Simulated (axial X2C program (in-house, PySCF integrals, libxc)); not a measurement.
## Correcting the dissociation energy of TeBr for spin–orbit coupling

A spin-free PBE0 curve (one-electron X2C) was computed with an axial X2C code built on PySCF integrals, basis Te dyall-cv3z [11s12p8d4f1g], Br dyall-cv3z [8s9p6d4f1g] (cores contracted in-house), for the state M_S = 1/2, Λ = 1 (beyond evenly filled blocks: π+α, π+β, π-α). It gives D0 = 2.448 eV to Te + Br, which in a spin-free picture are the weighted means of the ground terms.

Measured levels of the ground terms (NIST Handbook of Basic Atomic Spectroscopic Data), in cm⁻¹: Te 3P: J = 2 at 0, J = 0 at 4706.5, J = 1 at 4750.7; Br 2P: J = 3/2 at 0, J = 1/2 at 3685.2.

The two components of the molecular doublet are 4203 cm⁻¹ apart in the PBE0 2c search (Ω = 3/2 lower), so the lower one lies 2102 cm⁻¹ under their mean.

Task: How far does each ground level lie under the (2J+1)-weighted mean of its term?

Result: Te: (5 × 0 + 1 × 4706.5 + 3 × 4750.7)/9 = 2107 cm⁻¹; Br: (4 × 0 + 2 × 3685.2)/6 = 1228 cm⁻¹.

Task: Correct D0.

Result: D0 = 2.448 + (2102 − 3335)/8065.5 = 2.295 eV at PBE0 with these spin–orbit terms. The direct two-component run gives 2.369 eV; the difference holds second-order terms in the molecule, scalar two-electron terms, the gap between measured and computed atomic splittings (a 2c atom can miss part of its lowering) and, in coupled cluster, the truncation of each run.

Second-order spin–orbit effects in the molecule, which grow quickly with Z, are left out. The state is one determinant whose occupation by symmetry is held fixed; it was picked as the lowest of a PBE0 search that is not exhaustive. De is counted from the lowest determinant-based energies of the atoms at the same level, without counterpoise correction. Without a current term, density functionals place determinants with orbital angular momentum somewhat too high.
